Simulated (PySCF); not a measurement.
C$_{3}$F$_{5}$, doublet, geometry from GFN2-xTB. Base run: PBE0/6-31G run with PySCF.

Here is a job for PySCF.
```python
from pyscf import gto, scf, dft

mol = gto.M(
    atom='''
F     2.08823266   -0.84310013    1.48714242
C     1.34967774   -0.21136558    0.60608940
F     2.10820213    0.63648515   -0.08184707
C     0.07347268   -0.39191493    0.43848846
C    -1.08282283    0.04051778   -0.34952189
F    -1.28492352    1.36519252   -0.24993221
F    -2.21267400   -0.55444525    0.03690842
F    -0.92572232   -0.22895712   -1.65564220
''',
    basis='6-31g',
    spin=1,
    verbose=5,
)

mf = dft.UKS(mol)
mf.xc = 'pbe0'
mf.kernel()
```

Each row names what was changed in the base input (with any setting that the change needs).

```
change                                                                                                                  ΔE vs base (mEh)  fitting functions  dipole (D)
----------------------------------------------------------------------------------------------------------------------  ----------------  -----------------  ----------
base                                                                                                                               0.000                  -        1.14
exchange = seminumerical (SGX) (with mf = sgx.sgx_fit(mf, auxbasis='def2-universal-jfit'); with mf.with_df.dfj = True)            -0.289                392        1.14
auxbasis = cc-pvdz-jkfit                                                                                                          -0.059                560        1.14
auxbasis = even-tempered beta=1.6                                                                                                  0.043                893        1.14
auxbasis = autoaux                                                                                                                -0.064                653        1.14
auxbasis = even-tempered beta=3.0                                                                                                 -1.699                400        1.14
auxbasis = cc-pvtz-jkfit                                                                                                          -0.070                632        1.14
auxbasis = def2-svp-ri                                                                                                           -24.154                384        1.14
auxbasis = def2-universal-jkfit                                                                                                   -0.052                610        1.14
auxbasis = def2-universal-jfit                                                                                                     5.712                392        1.14
```

A fitting set is made for a task (jfit for Coulomb, jkfit for Coulomb and exchange, ri for correlation) and for a family of orbital bases.

Open shells are given as the SCF converged; they aren't shown to be the lowest states, and a large step between rows can be another state.
